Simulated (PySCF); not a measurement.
**Computed χzz against gas-phase spectroscopy**

Values to reproduce (atoms as numbered below): 14N at N5: χzz = -4.349 MHz [1].
[1] measured, gas; W. C. Bailey, Calculation of NQCC in Gaseous State Molecules (compilation of microwave values)

Species: 2,4-difluoropyridine, C5H3F2N.
Z-matrix (Å and degrees, PBE0-D3(BJ)/def2-SVP geometry), rows numbered from 1:
```
F 
C   1  1.3228
C   2  1.3933  1  119.80
C   3  1.3902  2  116.88  1  -179.98
N   4  1.3334  3  123.75  2     0.03
C   5  1.3086  4  117.33  3    -0.03
F   6  1.3225  5  116.69  4   179.98
C   2  1.3859  1  119.47  3  -179.99
H   3  1.0902  2  120.80  1     0.03
H   4  1.0952  3  119.92  2  -179.99
H   8  1.0897  2  122.10  1    -0.04
```

**Question.** What do the calculations give?

**Answer.** PySCF, non-relativistic, all at one geometry, with Q(14N) = 0.02044 b:

```csv
level,functions,14N N5 (MHz),computed/reference − 1 (%)
B3LYP/pcJ-0,113,-5.623,+29.3
B3LYP/6-31G*,118,-4.357,+0.2
B3LYP/pcJ-1,246,-4.876,+12.1
B3LYP/def2-TZVP,266,-4.669,+7.4
B3LYP/cc-pVTZ,282,-4.682,+7.7
B97-2/pcJ-1,246,-4.732,+8.8
BHandHLYP/pcJ-1,246,-5.064,+16.4
CAM-B3LYP/pcJ-1,246,-4.968,+14.2
KT2/pcJ-1,246,-4.694,+7.9
LDA/pcJ-1,246,-4.538,+4.3
PBE/pcJ-1,246,-4.550,+4.6
PBE0/pcSseg-1,151,-4.831,+11.1
PBE0/pcJ-1,246,-4.740,+9.0
```

Closest here is B3LYP/6-31G* (0.2 % unsigned error), furthest B3LYP/pcJ-0 (29.3 %); one molecule doesn't rank methods. Computed values are for fixed nuclei, while measured ones can include vibrational averaging.
